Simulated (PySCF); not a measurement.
sulfur hexafluoride (F₆S), singlet, geometry from GFN2-xTB; CCSD(T)/STO-3G in PySCF.

Input for PySCF:
```python
from pyscf import gto, scf, cc

mol = gto.M(
    atom='''
F     0.605832   -0.461654   -1.396116
S     0.000000    0.000000    0.000000
F     1.298200   -0.541243    0.742315
F    -0.690610   -1.422403    0.170662
F    -1.298200    0.541243   -0.742315
F     0.690610    1.422403   -0.170662
F    -0.605832    0.461654    1.396116
''',
    basis='sto-3g',
    charge=0,
    spin=0,
    verbose=4,
    cart=True,
)

mf = scf.RHF(mol)
mf.kernel()

mycc = cc.CCSD(mf)
mycc.kernel()
et = mycc.ccsd_t()
print('E(CCSD(T)) = %.10f' % (mycc.e_tot + et))
```

It wrote (shortened):

```
PySCF version 2.14.0

[INPUT] verbose = 4
[INPUT] num. atoms = 7
[INPUT] num. electrons = 70
[INPUT] charge = 0
[INPUT] spin (= nelec alpha-beta = 2S) = 0
[INPUT] symmetry False subgroup None
[INPUT] Mole.unit = angstrom
[INPUT] Cartesian GTO integrals (6d 10f)
[INPUT] Symbol           X                Y                Z      unit          X                Y                Z       unit  Magmom
[INPUT]  1 F      0.605832000000  -0.461654000000  -1.396116000000 AA    1.144856557498  -0.872399624310  -2.638276878123 Bohr   0.0
[INPUT]  2 S      0.000000000000   0.000000000000   0.000000000000 AA    0.000000000000   0.000000000000   0.000000000000 Bohr   0.0
[INPUT]  3 F      1.298200000000  -0.541243000000   0.742315000000 AA    2.453242454910  -1.022801036838   1.402772048157 Bohr   0.0
[INPUT]  4 F     -0.690610000000  -1.422403000000   0.170662000000 AA   -1.305063758886  -2.687952108760   0.322504439871 Bohr   0.0
[INPUT]  5 F     -1.298200000000   0.541243000000  -0.742315000000 AA   -2.453242454910   1.022801036838  -1.402772048157 Bohr   0.0
[INPUT]  6 F      0.690610000000   1.422403000000  -0.170662000000 AA    1.305063758886   2.687952108760  -0.322504439871 Bohr   0.0
[INPUT]  7 F     -0.605832000000   0.461654000000   1.396116000000 AA   -1.144856557498   0.872399624310   2.638276878123 Bohr   0.0

nuclear repulsion = 556.605111220259
number of shells = 23
number of NR pGTOs = 117
number of NR cGTOs = 39
basis = sto-3g
ecp = {}

******** <class 'pyscf.scf.hf.RHF'> ********
method = RHF
initial guess = minao
damping factor = 0
level_shift factor = 0
DIIS = <class 'pyscf.scf.diis.CDIIS'>
diis_start_cycle = 1
diis_space = 8
diis_damp = 0
SCF conv_tol = 1e-09
SCF conv_tol_grad = None
SCF max_cycles = 50
direct_scf = True
direct_scf_tol = 1e-13
Set gradient conv threshold to 3.16228e-05
Initial guess from minao.
init E= -982.482001364105
  HOMO = -0.67767466398842  LUMO = -0.0188317906248234  gap/eV = 17.92803
cycle= 1 E= -980.577134259055  delta_E=  1.9  |g|= 0.952  |ddm|= 3.61
  HOMO = -0.472717276509083  LUMO = 0.208502711220555  gap/eV = 18.53694
cycle= 2 E= -980.907962240754  delta_E= -0.331  |g|= 0.182  |ddm|= 1.75
  HOMO = -0.422206336894096  LUMO = 0.315224131773149  gap/eV = 20.06651
cycle= 3 E= -980.918655708254  delta_E= -0.0107  |g|= 0.0321  |ddm|= 0.246
  HOMO = -0.414574403234386  LUMO = 0.325169425017927  gap/eV = 20.12945
cycle= 4 E= -980.91944764087  delta_E= -0.000792  |g|= 0.00298  |ddm|= 0.0996
  HOMO = -0.413990854459076  LUMO = 0.324837566047316  gap/eV = 20.10455
cycle= 5 E= -980.919454395407  delta_E= -6.75e-06  |g|= 0.000193  |ddm|= 0.00954
  HOMO = -0.414012267258402  LUMO = 0.324907803437026  gap/eV = 20.10704
cycle= 6 E= -980.919454413601  delta_E= -1.82e-08  |g|= 1.5e-05  |ddm|= 0.000443
  HOMO = -0.414012386014106  LUMO = 0.324901732674852  gap/eV = 20.10688
cycle= 7 E= -980.919454413704  delta_E= -1.03e-10  |g|= 1.04e-06  |ddm|= 3.83e-05
  HOMO = -0.414012429200023  LUMO = 0.324902382091459  gap/eV = 20.10690
Extra cycle  E= -980.919454413705  delta_E= -1.14e-12  |g|= 2.54e-07  |ddm|= 2.24e-06
converged SCF energy = -980.919454413705

******** <class 'pyscf.cc.ccsd.CCSD'> ********
CC2 = 0
CCSD nocc = 35, nmo = 39
max_cycle = 50
direct = 0
conv_tol = 1e-07
conv_tol_normt = 1e-05
diis_space = 6
diis_start_cycle = 0
diis_start_energy_diff = 1e+09
Init t2, MP2 energy = -981.059740273355  E_corr(MP2) -0.140285859650299
Init E_corr(CCSD) = -0.140285859650329
cycle = 1  E_corr(CCSD) = -0.16111345474243  dE = -0.0208275951  norm(t1,t2) = 0.060887
cycle = 2  E_corr(CCSD) = -0.170499380056662  dE = -0.00938592531  norm(t1,t2) = 0.0205787
cycle = 3  E_corr(CCSD) = -0.172929803581189  dE = -0.00243042352  norm(t1,t2) = 0.00838805
cycle = 4  E_corr(CCSD) = -0.174129431494418  dE = -0.00119962791  norm(t1,t2) = 0.00321207
cycle = 5  E_corr(CCSD) = -0.174103548451866  dE = 2.58830426e-05  norm(t1,t2) = 0.000928875
cycle = 6  E_corr(CCSD) = -0.174087981333212  dE = 1.55671187e-05  norm(t1,t2) = 0.000324524
cycle = 7  E_corr(CCSD) = -0.174091426158388  dE = -3.44482518e-06  norm(t1,t2) = 6.77652e-05
cycle = 8  E_corr(CCSD) = -0.174090933215903  dE = 4.92942485e-07  norm(t1,t2) = 1.63092e-05
cycle = 9  E_corr(CCSD) = -0.174090725695016  dE = 2.07520888e-07  norm(t1,t2) = 5.95443e-06
cycle = 10  E_corr(CCSD) = -0.174090761953606  dE = -3.62585901e-08  norm(t1,t2) = 2.1218e-06
CCSD converged
E(CCSD) = -981.0935451756587  E_corr = -0.1740907619536057
CCSD(T) correction = -0.00887161592528485
E(CCSD(T)) = -981.1024167916
```
